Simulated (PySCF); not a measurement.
**[Yb(NH3)8]3+ at several levels of theory**

Computed with PySCF 2.14.0 (density fitting, no spin-orbit coupling) at the geometry relaxed with B3LYP:

```xyz
33
[Yb(NH3)8]3+ (singlet in the valence; each metal's 4f electrons, 13 of them, lie in its core potential, out of spins and levels)
Yb    0.0000    0.0000    0.0007
N     2.1455    0.0672    1.4251
H     1.9869    0.0261    2.4404
H     2.8069   -0.7023    1.2629
H     2.7283    0.9063    1.3157
N    -0.0672    2.1455    1.4251
H    -0.0261    1.9869    2.4404
H     0.7023    2.8069    1.2629
H    -0.9063    2.7283    1.3157
N    -2.1455   -0.0672    1.4251
H    -1.9869   -0.0261    2.4404
H    -2.8069    0.7023    1.2629
H    -2.7283   -0.9063    1.3157
N     0.0672   -2.1455    1.4251
H     0.0261   -1.9869    2.4404
H    -0.7023   -2.8069    1.2629
H     0.9063   -2.7283    1.3157
N     1.4802    1.5542   -1.4250
H     2.4915    1.4730   -1.2619
H     1.3969    1.4117   -2.4400
H     1.3041    2.5608   -1.3174
N    -1.5542    1.4802   -1.4250
H    -1.4730    2.4915   -1.2619
H    -1.4117    1.3969   -2.4400
H    -2.5608    1.3041   -1.3174
N    -1.4802   -1.5542   -1.4250
H    -2.4915   -1.4730   -1.2619
H    -1.3969   -1.4117   -2.4400
H    -1.3041   -2.5608   -1.3174
N     1.5542   -1.4802   -1.4250
H     1.4730   -2.4915   -1.2619
H     1.4117   -1.3969   -2.4400
H     2.5608   -1.3041   -1.3174
```

| level | basis | state | HOMO (eV) | gap (eV) | charge on Yb1 (e) | population of f-type functions on Yb1 (polarisation alone where 4f lies in the core) | dipole about the centre of mass (D) | largest force component (eV/Å) |
| --- | --- | --- | --- | --- | --- | --- | --- | --- |
| B3LYP | Yb lcecp-1-SVP with ECP59, N def2-SVP, H def2-SVP | singlet | -19.83 | 8.78 | 0.57 | 0.02 | 0.00 | 0.01 |
| r2SCAN | the same | singlet | -18.90 | 7.53 | 0.67 | 0.02 | 0.00 | 0.12 |
| B3LYP | Yb lcecp-1-TZVP with ECP59, N def2-TZVP, H def2-TZVP | singlet | -19.91 | 8.67 | 1.78 | 0.03 | 0.00 | 0.37 |

In the lcecp rows the 4f levels are missing from HOMO and gap, and the state counts the valence alone.

Charges are Mulliken's, which hang on the basis. The relaxation used the grid (50, 194), these runs (75, 302) or, all-electron (x2c bases, spin-free X2C Hamiltonian), (99, 590).

Problem. A further run in the first row's basis gives HOMO (eV) -21.53, gap (eV) 11.66, charge on Yb1 (e) 0.56, population of f-type functions on Yb1 (polarisation alone where 4f lies in the core) 0.03, dipole about the centre of mass (D) 0.00, largest force component (eV/Å) 0.05. Which level was it?
A. CAM-B3LYP
B. PBE0
C. TPSSh

Solution. A. The others give HOMO -20.10 eV (PBE0); -19.30 eV (TPSSh).

In the first row's basis the gap widens with exact exchange: 7.5 eV for r2SCAN (none); 8.2 to 9.4 eV for TPSSh, B3LYP, PBE0 (a fixed share); 11.7 eV for CAM-B3LYP (rising or full at long range).

An lcecp potential fixes the number of 4f electrons, so in runs with it no electron can move into or out of that shell.
